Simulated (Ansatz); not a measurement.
CH2I (SMILES [CH2]I) moved off its minimum; all values from Ansatz (an electronic-structure program), cores frozen in correlated methods. Open shells are unrestricted. Elements past Kr take the def2 small-core potentials, without spin–orbit coupling.
(charge 0, multiplicity 2)
```xyz
4

C     -1.81780     0.00494    -0.03489
I      0.36951     0.00935     0.05289
H     -2.24738     1.00286     0.01077
H     -2.32239    -0.86368     0.02078
```

Forces at wB97M-V/def2-TZVPP (eV/Å):

```csv
atom,Fx,Fy,Fz
C1,3.371,3.361,-0.072
I2,-2.108,-0.136,-0.081
H3,0.110,-0.467,-0.029
H4,-1.373,-2.757,0.182
```

Task: Give the forces (eV/Å), the total energy and the dipole at CCSD(T)/def2-TZVPPD.

Result: 
```tsv
atom	Fx	Fy	Fz
C1	3.231	3.364	-0.118
I2	-1.825	-0.137	-0.066
H3	0.047	-0.394	-0.015
H4	-1.453	-2.833	0.199
```
Energy -335.9772 hartree, dipole 0.88 D.
